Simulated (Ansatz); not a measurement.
Consider the ligand exchange at the Si–O bond: `[SiH3][SiH2][O][SnH3]` + H₂Te → `[SiH3][SiH2][TeH]` + `[OH][SnH3]`.

Computed with Ansatz on PBE0-D4/def2-TZVP structures; ΔE is electronic, products minus reactants. CBS: MP2 limit from def2 TZ/QZ plus the TZ coupled-cluster correction, frozen cores. Functionals use def2-TZVPP. B3LYP here is the variant with VWN-RPA as its local correlation; programs differ in this. def2 core potentials past Kr. For Sn, Te outer-core shells are correlated without core-valence functions, which leaves a few kJ/mol of doubt a bond. One conformer a species, not always the lowest.

| level | ΔE (kJ/mol) |
| --- | --- |
| r2SCAN-D4 | 34.2 |
| PBE0-D4 | 25.3 |
| B3LYP-D4 | 40.8 |
| ωB97X-V | 40.0 |
| ωB97M-V | 39.6 |
| MP2/def2-TZVPP | 35.4 |
| HF/def2-QZVPP | 61.5 |
| MP2/CBS(def2) | 28.1 |

Question: What does CCSD(T)/CBS give? (Best estimate.)

Answer: The calculation gave: +35.2 kJ/mol. The listed levels differ from it by -1.0, -9.9, 5.6, 4.8, 4.4, 0.2, 26.3, -7.1 kJ/mol.

Largest T1 diagnostic among the species: 0.014.

In def2-TZVPP, CCSD(T) changes the Hartree–Fock value by −17.0 kJ/mol (the triples alone add −3.4 kJ/mol) and MP2 by −24.2 kJ/mol. From PBE to PBE0 (25 % exact exchange), in def2-TZVPP and without D4, ΔE moves by +4.3 kJ/mol.
